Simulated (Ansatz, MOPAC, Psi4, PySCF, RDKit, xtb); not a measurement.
Dimer: H2S (SMILES S) (first 3 atoms) with GeH4 (SMILES [GeH4]); geometry from B3LYP-D3(BJ)/def2-TZVP, rigid monomers moved along the line of their centres of mass till S1···Ge4 is 5.41 Å.
(charge 0, multiplicity 1):
```xyz
8

S      0.267     1.873     0.690
H     -1.064     1.859     0.865
H      0.246     0.726    -0.007
Ge    -0.332    -1.743     4.671
H     -1.104    -0.467     5.032
H      1.170    -1.446     4.598
H     -0.824    -2.274     3.316
H     -0.592    -2.812     5.747
```

| level | interaction energy (kcal/mol) | minus CCSD(T)/CBS(def2-SVPD, def2-TZVPPD) | cost |
|---|---|---|---|
| UFF | -0.24 | 0.04 | - |
| GFN-FF | -0.25 | 0.04 | - |
| AM1 | -0.02 | 0.26 | - |
| PM3 | 0.06 | 0.35 | - |
| PM6 | -0.09 | 0.20 | - |
| PM7 | -0.18 | 0.10 | - |
| GFN1-xTB | -2.53 | -2.25 | - |
| GFN2-xTB | -0.33 | -0.04 | - |
| HF/STO-3G (no counterpoise) | -0.02 | 0.26 | - |
| HF/3-21G (no counterpoise) | -0.23 | 0.05 | - |
| HF/6-31G* | -0.06 | 0.22 | - |
| HF/6-31G* (no counterpoise) | -0.15 | 0.14 | - |
| HF/def2-SVPD | -0.09 | 0.20 | - |
| HF/def2-TZVPPD | -0.08 | 0.20 | - |
| PBE/def2-TZVPPD | -0.17 | 0.11 | ×1 |
| PBE-D4/def2-TZVPPD | -0.35 | -0.07 | ×1 |
| BP86/6-31G* (no counterpoise) | -0.03 | 0.25 | - |
| r2SCAN-D3(BJ)/def2-TZVPPD | -0.32 | -0.04 | ×2 |
| r2SCAN-D4/def2-TZVPPD | -0.29 | -0.01 | ×2 |
| B3LYP/3-21G (no counterpoise) | -0.21 | 0.07 | - |
| B3LYP/6-31G* | 0.01 | 0.30 | - |
| B3LYP/6-31G* (no counterpoise) | -0.13 | 0.15 | - |
| B3LYP/LANL2DZ (no counterpoise) | -0.13 | 0.16 | - |
| B3LYP-D3(BJ)/def2-TZVPPD | -0.28 | 0.01 | ×2 |
| B3LYP-D4/def2-TZVPPD | -0.21 | 0.07 | ×2 |
| PBE0/def2-TZVPPD | -0.14 | 0.14 | ×1 |
| PBE0-D3(BJ)/def2-TZVPPD | -0.37 | -0.09 | ×1 |
| M06-2X/6-31G* (no counterpoise) | -0.34 | -0.06 | - |
| wB97X-V/def2-TZVPPD | -0.29 | -0.01 | ×4 |
| wB97M-V/def2-TZVPPD | -0.30 | -0.02 | ×4 |
| MP2/6-31G* | -0.13 | 0.15 | - |
| MP2/6-31G* (no counterpoise) | -0.28 | 0.00 | - |
| MP2/def2-TZVPPD | -0.30 | -0.01 | - |
| MP2/CBS(def2-SVPD, def2-TZVPPD) | -0.30 | -0.02 | - |
| SCS-MP2/def2-SVPD | -0.24 | 0.04 | - |
| CCSD/def2-TZVPPD | -0.25 | 0.03 | - |
| CCSD(T)/def2-SVPD | -0.28 | 0.00 | ×3 |
| CCSD(T)/def2-TZVPPD | -0.28 | 0.00 | ×60 |
| CCSD(T)/CBS(def2-SVPD, def2-TZVPPD) | -0.28 | 0.00 | ×60 |
| SAPT0/aug-cc-pVDZ | -0.31 | -0.02 | - |

 The comparison column counts from a level with limits of its own.

The rows run from -2.53 (GFN1-xTB) to 0.06 kcal/mol (PM3). In def2-TZVPPD the value moves HF -0.08, MP2 -0.30, CCSD -0.25, CCSD(T) -0.28, a shift of -0.20 from HF to CCSD(T). From def2-SVPD to def2-TZVPPD CCSD(T) changes by 0.00. The dispersion term adds -0.18 in PBE-D4, -0.23 in PBE0-D3(BJ). The 4 functionals in def2-TZVPPD without D3 or D4 span 0.16, from wB97M-V to PBE0.

Interaction energies are E(AB) − E(A) − E(B) at the monomers' geometry in the complex; basis-set methods are counterpoise corrected. Rows marked so take none. RDKit's UFF carries no charges.

Frozen-core correlation. Filled d and f shells under p-block atoms count as core. CBS(a, b) extrapolates the correlation energy as X⁻³ and adds the Hartree–Fock energy of set b. Rows in 3-21G, 6-31G*, LANL2DZ, STO-3G carry no dispersion term and start afresh at each structure (6-31G* with six Cartesian d functions); the Pople sets are all-electron and without relativity. MP2/6-31G* freezes PySCF's default core, which leaves 3d correlated. LANL2DZ brings its own core potentials from Na on. The state reached by AM1, PM3, PM6, PM7 isn't checked; PM7 holds dispersion and hydrogen-bond terms.

Codes used: Ansatz (Gaussian orbitals); MOPAC for AM1, PM3, PM6, PM7 (differences of heats of formation); Psi4 for SAPT; PySCF for 3-21G rows, 6-31G* rows, LANL2DZ rows, STO-3G rows, the dispersion terms; RDKit for the force fields; xtb for the GFN methods. 

Costs are rough ratios of core time to PBE/def2-TZVPPD (about 5 s over the structures, on one shared machine); a dash marks a level with no comparable run of its own.

Ansatz is a quantum-chemistry and plane-wave program.
